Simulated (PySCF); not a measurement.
Si(H)(OH)(SeH)2 (H₄OSe₂Si), SMILES O[SiH]([SeH])[SeH]. Atoms are numbered in the order given.

```xyz
8

Si    -0.8593    -0.3553    -0.1124
O     -1.8377    -0.6228     1.2013
Se    -0.2062     1.8158    -0.4154
Se     1.0772    -1.5322     0.2083
H     -1.6714    -0.8074    -1.2679
H     -1.5011    -0.3200     2.0548
H     -1.5151     2.2073    -0.9684
H      1.8057    -0.7671    -0.8154
```
Charge 0, spin multiplicity 1.

Geometry optimised at r2SCAN-D4/def2-SVP. The structure was generated by enumeration, and PubChem lists no compound with its InChIKey, so it may never have been made. The values are those of a single conformer.

Two levels are set side by side: PBE/pcSseg-1 (PySCF) and B3LYP/pcSseg-1 (PySCF). GIAO shifts against H2O (¹⁷O), Me2Se (⁷⁷Se), TMS (²⁹Si), TMS (¹H) at the same level; non-relativistic, no solvent, atoms listed together averaged. Differences are taken from unrounded values.

```csv
quantity,B3LYP,PBE,PBE minus B3LYP
δ(²⁹Si) of Si1 (ppm),24.4,23.7,-0.7
δ(¹⁷O) of O2 (ppm),82.5,91.7,9.3
δ(¹H) of H5 (ppm),6.52,6.88,0.36
δ(¹H) of H6 (ppm),2.05,2.02,-0.03
```

Rough cost on one machine, each run with all the roots and properties that it gave: B3LYP against PBE within a factor of 2.
